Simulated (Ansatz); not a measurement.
The cluster Cs₂I₂. The state is a triplet with charge 0. Geometry PBE-D4/def2-SVPD, that of the charge -1 doublet; atoms count from 1.

Cartesian coordinates in Å:
```
Cs 2.081 1.038 0.844
Cs -2.075 -1.047 -0.851
I -0.008 1.751 -2.131
I 0.002 -1.742 2.137
```

In the def2 sets Cs, I take a core potential; there is no spin–orbit coupling. At PBE0-D4/def2-TZVPD a singlet of charge 0 lies 4.27 eV below the triplet at the same geometry. The structure comes from a short search, and lower isomers may exist.

(1) Estimate the Mulliken populations from the PBE0/def2-TZVPD orbitals of Ansatz.

(2) Where does the spin sit?

(3) And the Mayer bond orders between bonded heavy atoms (over 0.3)?

## Answers

(1) 
```json
{"atom": "Cs1", "charge (e)": "0.41", "spin (α − β)": "0.55"}
{"atom": "Cs2", "charge (e)": "0.41", "spin (α − β)": "0.55"}
{"atom": "I3", "charge (e)": "-0.41", "spin (α − β)": "0.45"}
{"atom": "I4", "charge (e)": "-0.41", "spin (α − β)": "0.45"}
```
Mulliken values and Mayer orders depend strongly on the basis. With diffuse functions, as here, like atoms can get unlike values, and bond orders can come out too low or too high.

(2) Summed by element: Cs 1.10, I 0.90, of 2 unpaired in all. Largest on single atoms: Cs2 0.55, Cs1 0.55, I3 0.45.

(3) Cs1–Cs2 0.60 (4.95 Å). Values over 0.3 also appear between atoms too far apart for a bond (I3–I4 0.49 at 5.51 Å); they arise where an orbital or an unpaired electron spreads over both atoms.
